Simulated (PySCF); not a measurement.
Constitutional and geometric isomers with formula CH6Si3. Gas-phase values, no solvent. One relaxed conformer stands for each flexible species; it need not be the lowest. Strings in code marks are SMILES. All members: neutral, multiplicity 1. Level: PBE0-D3(BJ)/def2-TZVP (PySCF), beside PBE-D3(BJ)/def2-TZVP // PBE0-D3(BJ)/def2-TZVP (PySCF) at the same geometries.  Orbital energies are measured against the vacuum level.

| species | LUMO, PBE (eV) | LUMO, PBE0-D3(BJ) (eV) |
|---|---|---|
| `C=[Si]1[SiH2][SiH2]1` | -3.14 | -2.40 |
| `[SiH2]=C[SiH]=[SiH2]` (Si–C–Si–Si torsion 48°) | -3.02 | -2.32 |
| `[SiH2]=C=[SiH][SiH3]` | -2.60 | -1.82 |
| `C1=[SiH][SiH2][SiH2]1` | -2.55 | withheld |
| `C[SiH]1[SiH]=[SiH]1` | -2.40 | -1.66 |
| `C1[SiH]=[SiH][SiH2]1` | -2.27 | -1.54 |
| `C[Si]1=[SiH][SiH2]1` | -2.08 | -1.34 |

**Question.** Fit y = a + b·x, y being the LUMO at the first level, to the 6 complete rows by least squares, with x = the PBE value in eV. Give a, b and the rms residual, and predict the withheld value.

**Answer.** Means of the 6 rows: x̄ = -2.585, ȳ = -1.8467 eV. Σ(x − x̄)² = 0.88595 and Σ(x − x̄)(y − ȳ) = 0.8996, so b = 1.015 and a = ȳ − b·x̄ = 0.777 eV. The rms residual is 0.023 eV. At x = -2.55 the line gives -1.81 eV. The run for `C1=[SiH][SiH2][SiH2]1` gave -1.73 eV, so the line is off by 0.08 eV, more than twice the rms residual.

Codes: PySCF.
